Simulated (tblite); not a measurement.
Run record: tight-binding relaxation, `[C@@H]([BH2-][NH3+])(CC=C)C(=C)F`.

Computed with GFN2-xTB geometry optimisation, gas phase (tblite 0.8.0). Start geometry: from a force field or distance geometry. The command runs a driver script over a list of jobs; the input below is this job's line of settings and its coordinates in Å.

Command:
```bash
OMP_NUM_THREADS=1 python probes_run.py task.json out
```

Input:
```
{"job": {"kind": "relax", "xc": "GFN2-xTB", "basis": "xTB"}, "charge": 0, "multiplicity": 1}
C     -1.149400    -2.361800     1.188400
C     -1.000100    -1.084500     1.543500
C     -1.031400    -0.066100     0.490300
C      0.214100     0.748600     0.354900
B      1.502200    -0.107200     0.045900
N      1.775600    -0.437400    -1.389800
C     -0.049500     1.847200    -0.587200
C     -1.191700     2.040900    -1.216400
F      0.950100     2.718900    -0.823900
H     -1.317600    -2.567400     0.143400
H     -1.133900    -3.138600     1.939600
H     -0.836000    -0.808700     2.609900
H     -1.877600     0.655800     0.764500
H     -1.321500    -0.520700    -0.474200
H      0.394500     1.223800     1.354500
H      2.441300     0.473900     0.501800
H      1.393500    -1.137200     0.645800
H      2.804700    -0.349600    -1.613900
H      1.220500     0.063400    -2.094600
H      1.588800    -1.469600    -1.516900
H     -1.317300     2.890400    -1.906300
H     -2.069600     1.405400    -1.116100
```

Problem. Estimate the output.

Solution. 
```
step      E/eV     max force
  0    -769.29551    3.973
  1    -769.70642    1.169
  2    -769.77922    1.154
  3    -769.83576    0.557
  4    -769.88569    0.446
  5    -769.91012    0.356
  6    -769.93124    0.361
  7    -769.94925    0.350
  8    -769.96435    0.268
  9    -769.97620    0.313
... (102 lines left out)
112    -770.24142    0.017
113    -770.24148    0.015
114    -770.24154    0.018
115    -770.24159    0.017
116    -770.24166    0.018
117    -770.24173    0.021
118    -770.24180    0.017
119    -770.24185    0.013
120    -770.24188    0.012
121    -770.24190    0.009
```

«max force» is the largest atomic force in eV/Å.

Problem. From which step on does the largest force stay under 0.1 eV/Å, and how much energy is left to gain from there?

Solution. From step 95 (0.065 eV/Å), 3.5 meV above the end.

In short: energy lowered by 21.8 kcal/mol over 121 steps; largest atomic force 0.009 eV/Å at the end.

Problem. Give the final coordinates.

Solution. 0.505 Å rms from the input after alignment:
```
atom  x, y, z in Å
C1    -1.1140   -2.5051    1.3182
C2    -0.9537   -1.2161    1.5509
C3    -1.0837   -0.1411    0.5230
C4     0.1447    0.7845    0.5158
B5     1.5599    0.0254    0.0989
N6     1.3536   -0.4061   -1.4643
C7    -0.0394    1.9391   -0.3900
C8    -0.6672    1.9989   -1.5606
F9     0.6499    3.0437   -0.0031
H10   -1.3576   -2.8824    0.3370
H11   -1.0174   -3.2432    2.0956
H12   -0.7115   -0.8727    2.5473
H13   -1.9751    0.4539    0.7557
H14   -1.2446   -0.5965   -0.4570
H15    0.2760    1.1806    1.5260
H16    2.4829    0.7726    0.1206
H17    1.7311   -0.9694    0.7223
H18    2.2444   -0.6188   -1.8974
H19    0.9085    0.3943   -1.9222
H20    0.7423   -1.2138   -1.5103
H21   -0.6672    2.9037   -2.1426
H22   -1.2722    1.1877   -1.9206
```

Problem. How long does this job take on one thread of an Arm Neoverse N1, shared host with 64 logical CPUs at a one-minute load of 60?

Solution. About 1.6 s.
Labels such as C1 count atoms from 1, the log's own numbers from 0.
